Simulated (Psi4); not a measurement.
Conformational energy of SMILES N#C[SiH2]C[SiH3] (C2H7NSi2). Scanned: dihedral C2–Si3–C4–Si5; all other coordinates were relaxed at GFN2-xTB. Points at φ and −φ are mirror images. Heavy atoms are numbered in the order of the SMILES N#C[SiH2]C[SiH3], hydrogens after them in the order of the atoms that carry them; the mirror image has the same energies with the sign of each dihedral reversed.

- PBE/def2-TZVP // GFN2-xTB (Psi4)
- PBE-D3(BJ)/def2-TZVP // GFN2-xTB (Psi4)
- PBE0/def2-TZVP // GFN2-xTB (Psi4)
- MP2/cc-pVTZ = DF-MP2 (frozen core)/cc-pVTZ // GFN2-xTB (Psi4)

Energies relative to the lowest point of each profile, in kJ/mol; the last columns give the difference from MP2:

```csv
φ / °,PBE/def2-TZVP,PBE-D3(BJ)/def2-TZVP,PBE0/def2-TZVP,MP2/cc-pVTZ,PBE/def2-TZVP − MP2/cc-pVTZ,PBE-D3(BJ)/def2-TZVP − MP2/cc-pVTZ,PBE0/def2-TZVP − MP2/cc-pVTZ
-160,1.1,1.2,1.2,1.7,-0.6,-0.5,-0.6
-140,3.5,3.6,3.7,4.5,-0.9,-0.9,-0.8
-120,4.9,4.9,5.1,5.9,-1.0,-1.0,-0.8
-100,3.9,3.7,4.0,4.3,-0.5,-0.7,-0.4
-80,1.7,1.2,1.7,1.3,0.4,-0.2,0.4
-60,0.9,0.0,0.9,0.0,0.9,0.0,0.9
-40,2.2,1.1,2.3,1.2,1.0,-0.1,1.1
-20,4.5,3.2,4.6,3.5,1.0,-0.4,1.1
0,5.6,4.2,5.7,4.7,0.9,-0.5,1.0
20,4.5,3.2,4.6,3.5,1.0,-0.4,1.1
40,2.2,1.1,2.3,1.2,1.0,-0.1,1.1
60,0.9,0.0,0.9,0.0,0.9,0.0,0.9
80,1.7,1.2,1.7,1.3,0.4,-0.2,0.4
100,3.9,3.7,4.0,4.3,-0.5,-0.7,-0.4
120,4.9,4.9,5.1,5.9,-1.0,-1.0,-0.8
140,3.5,3.6,3.7,4.5,-0.9,-0.9,-0.8
160,1.1,1.2,1.2,1.7,-0.6,-0.5,-0.6
180,0.0,0.1,0.0,0.4,-0.4,-0.3,-0.4
```

PBE/def2-TZVP is furthest from MP2/cc-pVTZ at -40 (1.0 kJ/mol, above); its mean absolute difference over the points is 0.8 kJ/mol.

PBE-D3(BJ)/def2-TZVP is furthest from MP2/cc-pVTZ at -120 (-1.0 kJ/mol, below); its mean absolute difference over the points is 0.5 kJ/mol.

PBE0/def2-TZVP is furthest from MP2/cc-pVTZ at -40 (1.1 kJ/mol, above); its mean absolute difference over the points is 0.7 kJ/mol.
